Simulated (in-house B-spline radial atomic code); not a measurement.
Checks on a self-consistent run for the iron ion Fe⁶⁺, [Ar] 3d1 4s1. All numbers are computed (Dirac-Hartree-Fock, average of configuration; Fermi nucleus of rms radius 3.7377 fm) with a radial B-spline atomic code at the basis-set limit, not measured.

```tsv
orbital	q	ε (Eh)	<1/r>	<r²>	small-component weight
1s1/2	2	-268.59567	25.9798	0.00459213	0.0087478
2s1/2	2	-37.40775	5.6205	0.0827397	0.001629
2p1/2	2	-32.75936	5.53525	0.0663103	0.0015927
2p3/2	4	-32.29388	5.43921	0.067857	0.0015715
3s1/2	2	-8.61086	1.85914	0.660185	0.0003939
3p1/2	2	-7.04802	1.75143	0.702665	0.00035815
3p3/2	4	-6.97687	1.73164	0.713983	0.000354
3d3/2	0.4	-4.96291	1.55621	0.740011	0.00029331
3d5/2	0.6	-4.95406	1.55196	0.743188	0.00029235
4s1/2	1	-2.98044	0.742955	3.65367	0.00010571
```

Electron-electron repulsion V_ee = 385.9561 hartree.

Task: What total energy follows from the eigenvalues?

Result: The eigenvalues count the repulsion twice, so E = Σqε - V_ee = -873.864 - 385.956 = -1259.820 hartree; the run printed -1259.820.

Task: Does the Dirac virial theorem hold?

Result: For a point nucleus E = -2c²Σq·w, with w the small-component weight. Here Σq·w = 0.033543 and c = 137.0360, so the ratio E/(-2c²Σq·w) is 1.000006; the finite nucleus accounts for the departure from 1.

Task: What diamagnetic shielding (Lamb formula) and susceptibility (Langevin formula) do the radii give?

Result: σ = (α²/3)Σq<1/r> = 112.472/(3·137.036²) = 1996.4 ppm, and χ = -0.79199×10⁻⁶·Σq<r²> = -8.36×10⁻⁶ cm³/mol with Σq<r²> = 10.556 bohr². Both are non-relativistic formulas without the paramagnetism of open shells.
